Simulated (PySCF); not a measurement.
3-propylpyridine, C8H11N.
Atom-mapped SMILES: `[CH3:1][CH2:2][CH2:3][c:4]1[cH:5][cH:6][cH:7][n:8][cH:9]1`

Definitions: NICS(0) = −σiso at the ring centroid; NICS(1) = −σiso and NICS(1)zz = −σzz at ±1 Å along the ring normal z. Level: GIAO CAM-B3LYP/pcSseg-1 (PySCF, non-relativistic, gas phase) on the PBE0-D3(BJ)/def2-SVP geometry, one conformer.

Ring bond lengths (Å): C4–C5 1.397, C5–C6 1.392, C6–C7 1.394, C7–N8 1.330, N8–C9 1.328, C9–C4 1.401.

**Question.** Give the NICS values of each ring in ppm.

**Answer.** 
| ring | type | NICS(0) | NICS(1), two faces | NICS(1)zz, two faces | rms pucker (Å) | centre to ring atoms, mean (Å) |
| --- | --- | --- | --- | --- | --- | --- |
| C4–C5–C6–C7–N8–C9 | 6-membered ring with N; formal bonds all aromatic | -7.5 | -11.2 / -11.3 | -27.9 / -28.5 | 0.00 | 1.37 |

**Question.** What do they say, and how far can they be read as aromaticity?

**Answer.** 
- C4–C5–C6–C7–N8–C9: mean NICS(1)zz -28.2 ppm, shielded. The ring is flat and has no four-coordinate atom; by the NICS criterion it is aromatic.

**Question.** What does the geometric index give? HOMA = 1 − mean of α(R − Ropt)² over the ring bonds, with Krygowski's 1993 parameters (CC: Ropt 1.388 Å, α 257.7 Å⁻²; CN: Ropt 1.334 Å, α 93.52 Å⁻²).

**Answer.** 
- C4–C5–C6–C7–N8–C9: HOMA 0.99; the largest term is that of C9–C4, α(R − Ropt)² = 0.04. The geometric and the magnetic index point the same way.

**Question.** What field does 1 T along the ring normal induce along that normal at the second NICS(1) probe listed for ring C4–C5–C6–C7–N8–C9, 1 Å off the ring?

**Answer.** NICSzz × B0 = -28.5 ppm × 1 T = -28 μT, against the applied field.

**Question.** List the ring angles.

**Answer.** 
- C4–C5–C6–C7–N8–C9: C4 116.6°, C5 119.5°, C6 118.4°, C7 123.1°, N8 117.9°, C9 124.5°; sum 720.0° against 720° for a flat convex ring.

**Question.** What are the shieldings of the ring atoms and their hydrogens in the same run (means over atoms taken as equivalent)?

**Answer.** 
```csv
atoms,environment,σ isotropic (ppm)
C4,substituted aromatic carbon,35.1
C5,aromatic CH carbon,37.7
C6,aromatic CH carbon,51.0
C7,aromatic CH next to a ring nitrogen,25.5
N8,pyridine-type nitrogen,-107.0
C9,aromatic CH next to a ring nitrogen,22.7
H on C5,aromatic hydrogen,23.85
H on C6,aromatic hydrogen,24.19
H on C7,aromatic hydrogen,22.77
H on C9,aromatic hydrogen,22.76
```

**Question.** How do the values depend on the level or the medium?

**Answer.** 
| level | NICS(0), C4–C5–C6–C7–N8–C9 | mean NICS(1)zz, C4–C5–C6–C7–N8–C9 |
| --- | --- | --- |
| CAM-B3LYP/pcSseg-1, gas | -7.5 | -28.2 |
| PBE0/pcSseg-1, gas | -7.6 | -28.2 |
| PBE0/pcSseg-1, IEF-PCM chloroform | -7.4 | -28.1 |
| PBE0/pcSseg-1, IEF-PCM dimethylsulfoxide | -7.3 | -28.0 |

The geometry is the same throughout; the continuum's cavity takes Bondi-type radii × 1.2.

The run took 30 s on x86-64 server, one thread, no GPU (shared host). This is the whole shielding run at CAM-B3LYP/pcSseg-1, SCF included.

The values belong to the conformer `[CH3:1][CH2:2][CH2:3][c:4]1[cH:5][cH:6][cH:7][n:8][cH:9]1`: C1–C2–C3–C4 180°, C2–C3–C4–C5 87°.
